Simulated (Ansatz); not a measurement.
Basis sets compared for GeHMe2(SiH3) (C2H10GeSi). The state is a singlet with charge 0. Geometry r2SCAN-D4/def2-SVP. Ansatz on 4 threads of Intel Xeon on a shared host; times are rough, and most runs start from earlier orbitals.

Cartesian coordinates in Å:
```
Ge 0.455 -0.263 0.259
H 1.828 -0.852 0.654
C -0.100 1.026 1.629
H -0.189 0.526 2.607
H -1.078 1.461 1.372
H 0.630 1.843 1.723
C -0.856 -1.720 0.165
H -0.557 -2.474 -0.579
H -1.845 -1.327 -0.117
H -0.945 -2.214 1.144
Si 0.641 0.815 -1.859
H 1.654 1.917 -1.824
H -0.678 1.413 -2.244
H 1.039 -0.152 -2.930
```

Binding counts from free atoms (Ge triplet, H doublet, C triplet, Si triplet) in the same basis, without a counterpoise term.

| level | functions | energy (Eh) | HOMO (eV) | LUMO (eV) | binding per atom (eV) | wall time |
| --- | --- | --- | --- | --- | --- | --- |
| PBE-D4/def2-SVP | 128 | -2447.7292 | -6.58 | -0.02 | 3.45 | 2.5 s |
| PBE0-D4/def2-SVP | 128 | -2447.8406 | -7.72 | 0.78 | 3.44 | 3 s |

**Question.** Estimate the rows for PBE-D4/def2-TZVP, PBE0-D4/def2-TZVP.

**Answer.** 
```
            level  functions  energy (Eh)  HOMO (eV)  LUMO (eV)  binding per atom (eV)  wall time
 PBE-D4/def2-TZVP        207   -2448.1849      -6.62      -0.31                   3.44      3.9 s
PBE0-D4/def2-TZVP        207   -2448.2906      -7.71       0.48                   3.43        6 s
```
